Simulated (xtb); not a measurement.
xtb job for TeCl4, SMILES Cl[Te](Cl)(Cl)Cl, GFN2-xTB. 

```
$ xtb mol.xyz --gfn 2 --sp --chrg 0 --uhf 0 --json
$ cat mol.xyz
5

Te     0.00000001     0.00000000     0.48346608
Cl     1.87059586    -0.00000001    -0.87585407
Cl     0.00000000     2.42505095     0.13643536
Cl    -1.87059587     0.00000001    -0.87585406
Cl    -0.00000001    -2.42505096     0.13643536
```

Output:

```
[banner left out]
          |                Calculation Setup                |
           -------------------------------------------------



           -------------------------------------------------
          |                 G F N 2 - x T B                 |
           -------------------------------------------------

        Reference                      10.1021/acs.jctc.8b01176
      * Hamiltonian:
        H0-scaling (s, p, d)           1.850000    2.230000    2.230000
        zeta-weighting                 0.500000
      * Dispersion:
        s8                             2.700000
        a1                             0.520000
        a2                             5.000000
        s9                             5.000000
      * Repulsion:
        kExp                           1.500000    1.000000
        rExp                           1.000000
      * Coulomb:
        alpha                          2.000000
        third order                    shell-resolved
        anisotropic                    true
        a3                             3.000000
        a5                             4.000000
        cn-shift                       1.200000
        cn-exp                         4.000000
        max-rad                        5.000000


          ...................................................
          :                      SETUP                      :
          :.................................................:
          :  # basis functions                  50          :
          :  # atomic orbitals                  45          :
          :  # shells                           15          :
          :  # electrons                        34          :
          :  max. iterations                   250          :
          :  Hamiltonian                  GFN2-xTB          :
          :  restarted?                      false          :
          :  GBSA solvation                  false          :
          :  PC potential                    false          :
          :  electronic temp.          300.0000000     K    :
          :  accuracy                    1.0000000          :
          :  -> integral cutoff          0.2500000E+02      :
          :  -> integral neglect         0.1000000E-07      :
          :  -> SCF convergence          0.1000000E-05 Eh   :
          :  -> wf. convergence          0.1000000E-03 e    :
          :  Broyden damping             0.4000000          :
          :  net charge                          0          :
          :  unpaired electrons                  0          :
          ...................................................

 iter      E             dE          RMSdq      gap      omega  full diag
   1    -20.7580033 -0.207580E+02  0.139E+01    3.08       0.0  T
   2    -18.9746622  0.178334E+01  0.158E+01    7.46       1.0  T
   3    -21.2874030 -0.231274E+01  0.900E+00    3.02       1.0  T
   4    -21.1402673  0.147136E+00  0.790E+00    2.68       1.0  T
   5    -21.2480256 -0.107758E+00  0.380E+00    4.18       1.0  T
   6    -21.4024289 -0.154403E+00  0.124E+00    3.63       1.0  T
   7    -21.4068728 -0.444396E-02  0.929E-01    3.59       1.0  T
   8    -21.4122067 -0.533386E-02  0.315E-01    3.50       1.0  T
   9    -21.4131070 -0.900309E-03  0.353E-02    3.46       1.3  T
  10    -21.4130992  0.782312E-05  0.449E-02    3.45       1.0  T
  11    -21.4131168 -0.176815E-04  0.827E-03    3.46       5.4  T
  12    -21.4131169 -0.187826E-07  0.589E-03    3.45       7.6  T
  13    -21.4131169 -0.810503E-07  0.351E-03    3.46      12.7  T
  14    -21.4131169  0.122525E-08  0.212E-03    3.46      21.1  T
  15    -21.4131169 -0.289836E-08  0.992E-04    3.46      45.1  T
  16    -21.4131169 -0.833091E-08  0.241E-04    3.46     185.7  T

   *** convergence criteria satisfied after 16 iterations ***

         #    Occupation            Energy/Eh            Energy/eV
      -------------------------------------------------------------
         1        2.0000           -1.1041444             -30.0453
       ...           ...                  ...                  ...
        11        2.0000           -0.4843392             -13.1795
        12        2.0000           -0.4806082             -13.0780
        13        2.0000           -0.4485775             -12.2064
        14        2.0000           -0.4466567             -12.1541
        15        2.0000           -0.4443730             -12.0920
        16        2.0000           -0.4428594             -12.0508
        17        2.0000           -0.4331576             -11.7868 (HOMO)
        18                         -0.3061711              -8.3313 (LUMO)
        19                         -0.2813674              -7.6564
        20                         -0.2387913              -6.4978
        21                         -0.0379206              -1.0319
        22                         -0.0376893              -1.0256
       ...                                ...                  ...
        45                          1.3805079              37.5655
      -------------------------------------------------------------
                  HL-Gap            0.1269865 Eh            3.4555 eV
             Fermi-level           -0.3696644 Eh          -10.0591 eV

 SCC (total)                   0 d,  0 h,  0 min,  0.009 sec
 SCC setup                      ...        0 min,  0.000 sec (  0.757%)
 Dispersion                     ...        0 min,  0.000 sec (  0.223%)
 classical contributions        ...        0 min,  0.000 sec (  0.121%)
 integral evaluation            ...        0 min,  0.001 sec ( 14.574%)
 iterations                     ...        0 min,  0.005 sec ( 59.964%)
 molecular gradient             ...        0 min,  0.002 sec ( 23.724%)
 printout                       ...        0 min,  0.000 sec (  0.540%)

         :::::::::::::::::::::::::::::::::::::::::::::::::::::
         ::                     SUMMARY                     ::
         :::::::::::::::::::::::::::::::::::::::::::::::::::::
         :: total energy             -21.407763902416 Eh    ::
         :: gradient norm              0.000035659507 Eh/a0 ::
         :: HOMO-LUMO gap              3.455478559359 eV    ::
         ::.................................................::
         :: SCC energy               -21.413113474379 Eh    ::
         :: -> isotropic ES            0.021210133421 Eh    ::
         :: -> anisotropic ES          0.003907746505 Eh    ::
         :: -> anisotropic XC         -0.002717604712 Eh    ::
         :: -> dispersion             -0.007671652377 Eh    ::
         :: repulsion energy           0.005349571963 Eh    ::
         :: add. restraining           0.000000000000 Eh    ::
         :: total charge              -0.000000000000 e     ::
         :::::::::::::::::::::::::::::::::::::::::::::::::::::

           -------------------------------------------------
          |                Property Printout                |
           -------------------------------------------------

    * Orbital Energies and Occupations

         #    Occupation            Energy/Eh            Energy/eV
      -------------------------------------------------------------
         1        2.0000           -1.1041444             -30.0453
       ...           ...                  ...                  ...
         5        2.0000           -0.8794175             -23.9302
         6        2.0000           -0.5630496             -15.3214
         7        2.0000           -0.5463745             -14.8676
         8        2.0000           -0.5426902             -14.7674
         9        2.0000           -0.4940343             -13.4434
        10        2.0000           -0.4882673             -13.2864
        11        2.0000           -0.4843392             -13.1795
        12        2.0000           -0.4806082             -13.0780
        13        2.0000           -0.4485775             -12.2064
        14        2.0000           -0.4466567             -12.1541
        15        2.0000           -0.4443730             -12.0920
        16        2.0000           -0.4428594             -12.0508
        17        2.0000           -0.4331576             -11.7868 (HOMO)
        18                         -0.3061711              -8.3313 (LUMO)
        19                         -0.2813674              -7.6564
        20                         -0.2387913              -6.4978
        21                         -0.0379206              -1.0319
        22                         -0.0376893              -1.0256
        23                         -0.0375791              -1.0226
        24                         -0.0349748              -0.9517
        25                         -0.0348418              -0.9481
        26                         -0.0347359              -0.9452
        27                         -0.0346953              -0.9441
        28                         -0.0332455              -0.9047
       ...                                ...                  ...
        45                          1.3805079              37.5655
      -------------------------------------------------------------
                  HL-Gap            0.1269865 Eh            3.4555 eV
             Fermi-level           -0.3696644 Eh          -10.0591 eV

     #   Z          covCN         q      C6AA      α(0)
     1  52 Te       3.259     0.299   398.350    36.888
     2  17 Cl       0.843     0.021    98.519    15.184
     3  17 Cl       0.823    -0.170   104.397    15.631
     4  17 Cl       0.843     0.021    98.519    15.184
     5  17 Cl       0.823    -0.170   104.397    15.631

 Mol. C6AA /au·bohr⁶  :       3608.078388
 Mol. C8AA /au·bohr⁸  :     211415.760373
 Mol. α(0) /au        :         98.517753


Wiberg/Mayer (AO) data.
largest (>0.10) Wiberg bond orders for each atom

 ---------------------------------------------------------------------------
     #   Z sym  total        # sym  WBO       # sym  WBO       # sym  WBO
 ---------------------------------------------------------------------------
     1  52 Te   4.582 --     2 Cl   1.245     4 Cl   1.245     3 Cl   1.046
                             5 Cl   1.046
     2  17 Cl   1.460 --     1 Te   1.245
     3  17 Cl   1.308 --     1 Te   1.046     5 Cl   0.125
     4  17 Cl   1.460 --     1 Te   1.245
     5  17 Cl   1.308 --     1 Te   1.046     3 Cl   0.125
 ---------------------------------------------------------------------------

Topologies differ in total number of bonds
Writing topology from bond orders to xtbtopo.mol

molecular dipole:
                 x           y           z       tot (Debye)
 q only:        0.000       0.000       0.117
   full:        0.000       0.000       0.485       1.233
molecular quadrupole (traceless):
                xx          xy          yy          xz          yz          zz
 q only:        3.917      -0.000      -7.571      -0.000       0.000       3.654
  q+dip:        3.693      -0.000      -9.781       0.000       0.000       6.088
   full:        4.532      -0.000     -11.713       0.000       0.000       7.181


           -------------------------------------------------
          | TOTAL ENERGY              -21.407763902416 Eh   |
          | GRADIENT NORM               0.000035659507 Eh/α |
          | HOMO-LUMO GAP               3.455478559359 eV   |
           -------------------------------------------------

------------------------------------------------------------------------
------------------------------------------------------------------------
 total:
 SCF:
Note: The following floating-point exceptions are signalling: IEEE_UNDERFLOW_FLAG IEEE_DENORMAL
normal termination of xtb
```

The run converged.

Cost: about 0.020 core-seconds (a rough figure).
